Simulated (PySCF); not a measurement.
**Ionisation energy of Si(2+) by level of theory**

Si(2+) [Ne] 3s2 → Si(3+) [Ne] 3s1 [3s1/2^1, M_J = 1/2], as a difference of total energies. All numbers are calculated (PySCF 2.14, the two-component X2C-1e Hamiltonian, in x2c-QZVPPall-2c (9s7p4d2f1g, 73 functions)). Correlated levels: [Ne] frozen; the 10 highest virtual spinors dropped. "Screened" scales the spin-orbit matrix elements by Boettger's factors to mimic the two-electron term; Breit and QED terms are absent.

| method | ionisation energy (eV) | error (eV) |
| --- | --- | --- |
| GHF (screened spin-orbit) | 32.020 | -1.473 |
| GMP2 (screened spin-orbit) | 32.929 | -0.564 |

Reference: 33.493 eV (measured; NIST Atomic Spectra Database, ionization energies).

Errors of the correlated levels include the incompleteness of this basis and the frozen core.

MP2 underrates the near-degeneracy of ns² with np² in the lower species.
